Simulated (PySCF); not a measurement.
C6H6ClNS2.
SMILES with atom numbers: `[CH2:1]=[C:2]([Cl:3])[c:4]1[s:5][cH:6][n:7][c:8]1[S:9][CH3:10]`

Cartesian coordinates in Å at the GFN2-xTB level; atoms count from 1:
```xyz
16
C6H6ClNS2 angstrom
C      3.0777   -1.2096    0.5777
C      1.7535   -1.1879    0.4312
Cl     0.8412   -2.6532    0.6088
C      0.9734   -0.0190    0.1291
S      1.7447    1.5361   -0.0545
C      0.1925    2.2251   -0.3670
N     -0.7895    1.4022   -0.3400
C     -0.3878    0.1374   -0.0652
S     -1.6008   -1.1117    0.0059
C     -3.0752   -0.1199   -0.3599
H      3.6007   -2.1190    0.8047
H      3.6591   -0.3109    0.4688
H      0.0790    3.2718   -0.5686
H     -3.1882    0.6501    0.3954
H     -3.9130   -0.8092   -0.3345
H     -2.9749    0.3266   -1.3432
```

Definitions: NICS(0) = −σiso at the ring centroid; NICS(1) = −σiso and NICS(1)zz = −σzz at ±1 Å along the ring normal z. Level: GIAO PBE0/pcSseg-1 (PySCF, non-relativistic, gas phase) on the GFN2-xTB geometry, one conformer.

Ring bond lengths (Å), with Mayer bond orders in brackets: C4–S5 1.746 (1.17), S5–C6 1.727 (1.16), C6–N7 1.281 (1.68), N7–C8 1.355 (1.25), C8–C4 1.384 (1.36).

Task: Give the NICS values of each ring in ppm.

Result: 
| ring | type | NICS(0) | NICS(1), two faces | NICS(1)zz, two faces | rms pucker (Å) | centre to ring atoms, mean (Å) |
| --- | --- | --- | --- | --- | --- | --- |
| C4–S5–C6–N7–C8 | 5-membered ring with N and S; formal bonds all aromatic | -9.4 | -9.8 / -9.8 | -19.9 / -19.9 | 0.00 | 1.27 |

Task: What do they say, and how far can they be read as aromaticity?

Result: 
- C4–S5–C6–N7–C8: mean NICS(1)zz -19.9 ppm, shielded.

Task: How equal are the bonds by HOMA? Use HOMA with the parameters of Krygowski (1993).

Result: 
- C4–S5–C6–N7–C8: HOMA 0.80; the largest term is that of C4–S5, α(R − Ropt)² = 0.44.

Task: At the second NICS(1) probe listed for ring C4–S5–C6–N7–C8, 1 Å off the ring, how large is the induced field along the normal in 11.7 T applied along it?

Result: NICSzz × B0 = -19.9 ppm × 11.7 T = -233 μT, against the applied field.

Task: Give the inner angles of the rings and the Hirshfeld charges of the ring atoms.

Result: 
- C4–S5–C6–N7–C8: C4 108.6° (-0.066 e), S5 88.7° (+0.123 e), C6 115.4° (+0.006 e), N7 112.1° (-0.151 e), C8 115.2° (+0.009 e); sum 540.0° against 540° for a flat convex ring.

Task: What are the shieldings of the ring atoms and their hydrogens in the same run (means over atoms taken as equivalent)?

Result: 
| atoms | environment | σ isotropic (ppm) |
| --- | --- | --- |
| C4 | substituted aromatic carbon | 57.0 |
| S5 | thiophene-type sulfur | 205.1 |
| C6 | aromatic CH next to a ring nitrogen | 31.9 |
| N7 | pyridine-type nitrogen | -90.9 |
| C8 | substituted aromatic carbon | 27.0 |
| H13 | aromatic hydrogen | 23.65 |
